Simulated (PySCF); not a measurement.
Input file for PySCF: D3(BJ) and D4 dispersion corrections on H5NO3Si (SMILES N[Si](O)(O)O).

```python
from pyscf import gto
from pyscf.dispersion import dftd3, dftd4

mol = gto.M(
    atom='''
    N     1.36920330   -0.46503114   -0.24634682
    Si   -0.22911636    0.10569302   -0.07532257
    O    -0.22854594    1.35920373    0.98889670
    O    -0.85941118    0.68041589   -1.46791916
    O    -1.18742529   -1.14709814    0.38920847
    H     1.53709813   -1.31614416   -0.76072435
    H     2.11566345    0.19602124   -0.39802664
    H     0.16583128    1.21417068    1.85185871
    H    -1.75745397    1.02060885   -1.44683546
    H    -0.92594343   -1.64793998    1.16511112
    ''',
    basis='def2-svp',
    charge=0, spin=0, verbose=0, max_memory=1800)
d3, d4 = {}, {}
for xc in ['hf', 'pbe', 'blyp', 'revpbe', 'tpss', 'r2scan', 'b3lyp', 'pbe0', 'bhlyp', 'camb3lyp', 'b2plyp']:
    d3[xc] = float(dftd3.DFTD3Dispersion(mol, xc=xc, version='d3bj', atm=False).get_dispersion()['energy'])
    print(f'D3(BJ) {xc:10s} {d3[xc]:14.8f} Eh')
for xc in ['hf', 'pbe', 'blyp', 'revpbe', 'tpss', 'r2scan', 'b3lyp', 'pbe0', 'bhlyp', 'camb3lyp', 'b2plyp']:
    d4[xc] = float(dftd4.DFTD4Dispersion(mol, xc={'camb3lyp': 'cam-b3lyp'}.get(xc, xc), atm=True).get_dispersion()['energy'])
    print(f'D4     {xc:10s} {d4[xc]:14.8f} Eh')
```

The log:

```
D3(BJ) hf            -0.05518731 Eh
D3(BJ) pbe           -0.00681082 Eh
D3(BJ) blyp          -0.01455763 Eh
D3(BJ) revpbe        -0.01708306 Eh
D3(BJ) tpss          -0.00857479 Eh
D3(BJ) r2scan        -0.00187955 Eh
D3(BJ) b3lyp         -0.01192368 Eh
D3(BJ) pbe0          -0.00588890 Eh
D3(BJ) bhlyp         -0.00943608 Eh
D3(BJ) camb3lyp      -0.00529482 Eh
D3(BJ) b2plyp        -0.00556597 Eh
D4     hf            -0.02717470 Eh
D4     pbe           -0.00743434 Eh
D4     blyp          -0.01664388 Eh
D4     revpbe        -0.02370544 Eh
D4     tpss          -0.01006116 Eh
D4     r2scan        -0.00177843 Eh
D4     b3lyp         -0.01199644 Eh
D4     pbe0          -0.00620605 Eh
D4     bhlyp         -0.00875173 Eh
D4     camb3lyp      -0.00622388 Eh
D4     b2plyp        -0.00516282 Eh
```

The run finished.

Cost: around 0.010 core-seconds (rough).
